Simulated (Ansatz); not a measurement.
Gas-phase electronic energies from Ansatz, PBE0-D4/def2-TZVP geometries. CCSD(T)/CBS is the MP2 limit (def2-TZVPP, def2-QZVPP) plus CCSD(T) − MP2 in def2-TZVPP, frozen cores. This one scheme is used for every species. Functionals use def2-TZVPP. B3LYP here is the variant with VWN-RPA as its local correlation; programs differ in this. Each species was taken in one conformer, which may not be the lowest.

Reaction (formal exchange of groups at the Si–B bond): `B[SiH](C)BF` + `C=NCO` → `B[SiH](C)N=C` + `OCBF`

```json
{"level": "PBE-D4", "ΔE (kJ/mol)": "-78.7", "difference from CCSD(T)/CBS": "16.7"}
{"level": "PBE0-D4", "ΔE (kJ/mol)": "-86.4", "difference from CCSD(T)/CBS": "9.0"}
{"level": "B3LYP-D4", "ΔE (kJ/mol)": "-95.8", "difference from CCSD(T)/CBS": "-0.4"}
{"level": "ωB97X-V", "ΔE (kJ/mol)": "-93.0", "difference from CCSD(T)/CBS": "2.4"}
{"level": "ωB97M-V", "ΔE (kJ/mol)": "-99.7", "difference from CCSD(T)/CBS": "-4.3"}
{"level": "r2SCAN", "ΔE (kJ/mol)": "-90.4", "difference from CCSD(T)/CBS": "5.0"}
{"level": "PBE0", "ΔE (kJ/mol)": "-85.4", "difference from CCSD(T)/CBS": "10.0"}
{"level": "B3LYP", "ΔE (kJ/mol)": "-94.0", "difference from CCSD(T)/CBS": "1.4"}
{"level": "HF/def2-TZVPP", "ΔE (kJ/mol)": "-106.7", "difference from CCSD(T)/CBS": "-11.3"}
{"level": "MP2/def2-TZVPP", "ΔE (kJ/mol)": "-100.8", "difference from CCSD(T)/CBS": "-5.4"}
{"level": "SCS-MP2/def2-TZVPP", "ΔE (kJ/mol)": "-99.3", "difference from CCSD(T)/CBS": "-3.9"}
{"level": "CCSD(T)/def2-TZVPP", "ΔE (kJ/mol)": "-91.4", "difference from CCSD(T)/CBS": "4.0"}
{"level": "HF/def2-QZVPP", "ΔE (kJ/mol)": "-108.0", "difference from CCSD(T)/CBS": "-12.6"}
{"level": "MP2/def2-QZVPP", "ΔE (kJ/mol)": "-103.6", "difference from CCSD(T)/CBS": "-8.2"}
{"level": "SCS-MP2/def2-QZVPP", "ΔE (kJ/mol)": "-102.0", "difference from CCSD(T)/CBS": "-6.6"}
{"level": "MP2/CBS(def2)", "ΔE (kJ/mol)": "-104.8", "difference from CCSD(T)/CBS": "-9.4"}
{"level": "CCSD(T)/CBS", "ΔE (kJ/mol)": "-95.4", "difference from CCSD(T)/CBS": "0"}
```

Largest T1 diagnostic among the species: 0.014.

From PBE to PBE0 (25 % exact exchange), in def2-TZVPP and without D4, ΔE moves by −7.9 kJ/mol. In def2-TZVPP, CCSD(T) changes the Hartree–Fock value by +15.3 kJ/mol (the triples alone add +3.0 kJ/mol) and MP2 by +5.9 kJ/mol.
